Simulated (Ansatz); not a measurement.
Consider the ligand exchange at the Sc–F bond: `[OH][Sc]([OH])[F]` + HCl → `[OH][Sc]([OH])[Cl]` + H–F.

Isolated molecules relaxed with PBE0-D4/def2-TZVP in Ansatz; ΔE leaves out vibrations. CBS: MP2 limit from def2 TZ/QZ plus the TZ coupled-cluster correction, frozen cores. This one scheme is used for every species. DFT in def2-TZVPP. For Sc outer-core shells are correlated without core-valence functions, which leaves a few kJ/mol of doubt a bond. Scalar relativity is left out up to krypton. One conformer a species, not always the lowest.

Q: Is it downhill or uphill in electronic energy at CCSD(T)/CBS, and by how much? (An estimate is asked.)

A: Ansatz gave: Downhill: ΔE = -3.0 kJ/mol.

Q: What do these levels give: LDA (SPW92), r2SCANh-D4, BHLYP-D4, PBE-QIDH, PBE0, r2SCAN0, BHLYP, MP2/def2-SVP, CCSD(T)/def2-SVP, MP2/def2-TZVPP, HF/def2-QZVPP, MP2/CBS(def2)? (An estimate is asked.)

A: The calculation gave: LDA (SPW92) 8.7, r2SCANh-D4 2.6, BHLYP-D4 -0.1, PBE-QIDH -2.4, PBE0 2.3, r2SCAN0 -0.3, BHLYP 3.6, MP2/def2-SVP 10.5, CCSD(T)/def2-SVP 12.5, MP2/def2-TZVPP -1.7, HF/def2-QZVPP -4.5, MP2/CBS(def2) -5.8 kJ/mol.

Largest T1 diagnostic among the species: 0.016.

The D4 term adds −3.2 kJ/mol with B3LYP and −1.8 kJ/mol with PBE0; it sums over pairs of atoms, weighted by their polarisabilities, and B3LYP, whose exchange is more repulsive, gets the larger term. From r2SCAN to r2SCAN0 (25 % exact exchange), in def2-TZVPP and without D4, ΔE moves by −6.2 kJ/mol.

B3LYP here is the variant with VWN-RPA as its local correlation; programs differ in this.
